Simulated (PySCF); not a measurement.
A structure optimised at PBE0-D3(BJ)/def2-SVP, used in a PySCF frequency run:

```
Si
N 1 1.7224
H 2 1.0145 1 119.41
H 2 1.0157 3 110.67 1 144.87
C 1 1.8845 2 108.07 3 -163.27
H 5 1.1010 1 116.70 2 -39.05
H 5 1.1034 6 108.28 1 123.90
Si 5 1.9131 6 116.70 7 122.87
H 8 1.4937 5 111.73 6 33.31
H 8 1.4956 9 109.28 5 126.90
Cl 1 2.0941 2 114.18 3 70.60
Si 1 2.3423 2 107.35 3 -65.84
H 12 1.4935 1 119.77 2 26.82
H 12 1.4955 13 110.41 1 -136.93
```

### Question
Write its SMILES and formula.

### Answer
N[Si@@]1(Cl)C[SiH2][SiH2]1, CH8ClNSi3

### Question
What are its rotational constants (standard atomic weights)?

### Answer
2.2933, 0.98204, 0.92785 GHz
